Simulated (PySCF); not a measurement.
# Energy of W (tungsten, neutral) between two integer charges

The 6s beta orbital of [Xe] 4f14 5d4 6s2 is emptied in steps (occupation f), with all orbitals relaxed, ending at [Xe] 4f14 5d4 6s1. Calculation: PySCF 2.14, in def2-TZVPPD with the def2 core potential (60 electrons) (6s5p3d2f1g, 59 functions); a scalar-relativistic core potential. The exact energy is a straight line in f; departures are measured from the line between the end points of the same method.

| f | UHF (eV) | LDA (eV) | PBE (eV) |
| --- | --- | --- | --- |
| 1 | 0.000 | 0.000 | 0.000 |
| 0.75 | 0.034 | -0.544 | -0.524 |
| 0.5 | 0.043 | -0.729 | -0.702 |
| 0.25 | 0.031 | -0.548 | -0.526 |
| 0 | 0.000 | 0.000 | 0.000 |

For UHF, how does the orbital energy at f = 1 compare with the removal energy?

−ε = 6.062 eV against a total-energy difference of 5.871 eV. By Janak's theorem ε = ∂E/∂f, so the gap between them reflects the curvature. Along the path −ε is 5.954 (f = 0.75), 5.863 (f = 0.5), 5.784 (f = 0.25) eV.

```tsv
method	E(f=0) − E(f=1) (eV)	−ε at f=1 (eV)	−ε at f=0.5 (eV)
UHF	5.871	6.062	5.863
LDA	7.901	5.015	7.891
PBE	7.483	4.707	7.471
```

Reference removal energy between the ground levels: 7.864 eV (measured; NIST Atomic Spectra Database, ionization energies). The calculation has no spin-orbit coupling. UHF lacks correlation.
